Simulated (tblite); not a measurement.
C4H12FPSi2.
SMILES with atom numbers: `[CH3:1]/[CH:2]=[C:3](/[CH2:4][F:5])[SiH2:6][PH:7][SiH3:8]` (hydrogens: H9, H10, H11 on C1; H12 on C2; H13, H14 on C4; H15, H16 on Si6; H17 on P7; H18, H19, H20 on Si8)

Cartesian coordinates in Å at the GFN2-xTB level; atoms count from 1:
```
atom  x, y, z in Å
C1    -2.444    1.918   -0.134
C2    -2.346    0.462   -0.417
C3    -1.230   -0.260   -0.435
C4    -1.265   -1.726   -0.756
F5    -2.528   -2.180   -1.048
Si6    0.490    0.441   -0.084
P7     1.967   -1.217   -0.349
Si8    3.841   -0.294    0.425
H9    -2.918    2.424   -0.974
H10   -1.467    2.359    0.040
H11   -3.071    2.086    0.742
H12   -3.294   -0.021   -0.628
H13   -0.639   -1.947   -1.629
H14   -0.906   -2.322    0.092
H15    0.862    1.471   -1.061
H16    0.537    1.023    1.268
H17    1.656   -1.875    0.822
H18    3.648    0.428    1.686
H19    4.790   -1.388    0.629
H20    4.312    0.631   -0.603
```

All values are computed: GFN2-xTB (tblite) harmonic vibrations without scaling, gas phase. The method is semi-empirical: single wavenumbers can be off by several per cent or more. Modes of hydrogen on phosphorus and silicon can be 10 to 20 % off. One conformer, not necessarily the lowest.

Harmonic wavenumbers (cm⁻¹): 26.8, 36.1, 64.5, 66.8, 77.0, 117.3, 119.5, 181.7, 221.5, 228.6, 308.8, 374.2, 433.4, 454.2, 467.3, 499.2, 509.3, 535.0, 582.2, 657.2, 679.4, 720.4, 745.0, 754.2, 772.2, 774.1, 784.2, 831.8, 960.1, 966.5, 1028.4, 1030.3, 1123.2, 1147.4, 1213.0, 1300.7, 1331.3, 1398.9, 1430.7, 1473.5, 1476.9, 1697.2, 2167.0, 2206.8, 2230.5, 2263.3, 2276.2, 2338.1, 2901.0, 2921.4, 2997.0, 3012.7, 3035.8, 3061.9.

A = 1968, B = 535.4, C = 429.2 MHz; mass 166.020 u (most abundant isotopes); point group C1, symmetry number 1.

Question: Zero-point energy?

Answer: ½Σν̃ = 30506 cm⁻¹ = 87.22 kcal/mol.

Question: What is S at 298.15 K and 1 bar for an ideal gas of classical rigid rotors and harmonic oscillators?

Answer: Translation 41.26, rotation 30.94, vibration 46.60: S = 118.8 cal/(mol K).

Question: And Cp and H(298.15 K) − H(0)?

Answer: Cp = 48.80 cal/(mol K), of which vibrations give 40.85 (their classical limit is 54 R = 107.3); H(298.15 K) − H(0) = 9.05 kcal/mol without the zero-point energy, 6.68 from vibrations.

Question: Which modes carry the vibrational entropy at 298.15 K?

Answer: 26.8 cm⁻¹: 6.05; 36.1 cm⁻¹: 5.46; 64.5 cm⁻¹: 4.31; 66.8 cm⁻¹: 4.25; 77.0 cm⁻¹: 3.97; 117.3 cm⁻¹: 3.14 cal/(mol K); the other 48 give 19.41 together.

Question: What must be added to the electronic energy to get the Gibbs energy at 298.15 K and 1 bar?

Answer: ZPE + [H(298.15 K) − H(0)] − T·S = 87.22 + 9.05 − 35.42 = 60.85 kcal/mol.

Hindered rotation and anharmonicity are outside this model. Other conformers, if any are populated, would add a mixing term that is left out. The structure is chiral; the term R ln 2 for an equal mix with its mirror image is left out.
